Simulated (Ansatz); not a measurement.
Computed with Ansatz on PBE0-D4/def2-TZVP structures; ΔE is electronic, products minus reactants. CCSD(T)/CBS adds triple-zeta CCSD(T) − MP2 to the extrapolated MP2 energy (def2 sets, frozen cores). DFT in def2-TZVPP. B3LYP here is the variant with VWN-RPA as its local correlation; programs differ in this. def2 core potentials past Kr. For Ge, In outer-core shells are correlated without core-valence functions, which leaves a few kJ/mol of doubt a bond. Scalar relativity is left out up to krypton. One conformer a species, not always the lowest.

`C#CC[CH2][GeH3]` + `[CH3][In]([NH2])[Cl]` → `[CH3][In]([NH2])[GeH3]` + `C#CCCCl`  (formal exchange of groups at a Ge–C bond)

| level | ΔE (kJ/mol) |
| --- | --- |
| B3LYP-D4 | 110.0 |
| SCS-MP2/def2-TZVPP | 120.0 |
| HF/def2-QZVPP | 129.2 |
| SCS-MP2/def2-QZVPP | 120.7 |

Question: What does CCSD(T)/CBS give? (An estimate is asked.)

Answer: The calculation gave: +116.7 kJ/mol. The listed levels differ from it by -6.7, 3.3, 12.5, 4.0 kJ/mol.

Largest T1 diagnostic among the species: 0.013.

From PBE to PBE0 (25 % exact exchange), in def2-TZVPP and without D4, ΔE moves by +6.9 kJ/mol. In def2-TZVPP, CCSD(T) changes the Hartree–Fock value by −12.9 kJ/mol (the triples alone add −1.4 kJ/mol) and MP2 by −8.8 kJ/mol.
